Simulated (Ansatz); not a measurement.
Compare A (`O=CC([SiH3])=S`) with its isomer B (`O[SiH]1C=C1S`).

Calculated with Ansatz (gas phase, PBE0-D4/def2-TZVP geometries, no zero-point term in ΔE). CCSD(T)/CBS is the MP2 limit (def2-TZVPP, def2-QZVPP) plus CCSD(T) − MP2 in def2-TZVPP, frozen cores. Functionals use def2-TZVPP. B3LYP here is the variant with VWN-RPA as its local correlation; programs differ in this. Each species was taken in one conformer, which may not be the lowest.

(1) Which is lower in electronic energy at CCSD(T)/CBS, and by how much? (Estimate.)

(2) Give E(B) − E(A) in kcal/mol with HF/def2-TZVPP, B3LYP-D4, r2SCAN-D4, CCSD(T)/def2-TZVPP, ωB97M-V, B2PLYP, PBE-D4. (Estimate.)

Largest T1 diagnostic: 0.016.

Answers

(1) Computed: B, by 26.4 kcal/mol.

(2) Computed: HF/def2-TZVPP -23.1, B3LYP-D4 -23.2, r2SCAN-D4 -28.9, CCSD(T)/def2-TZVPP -23.5, ωB97M-V -27.6, B2PLYP -24.4, PBE-D4 -25.5. None reverses the order clearly.

From PBE to PBE0 (25 % exact exchange), in def2-TZVPP and without D4, E(B) − E(A) moves by −3.4 kcal/mol.
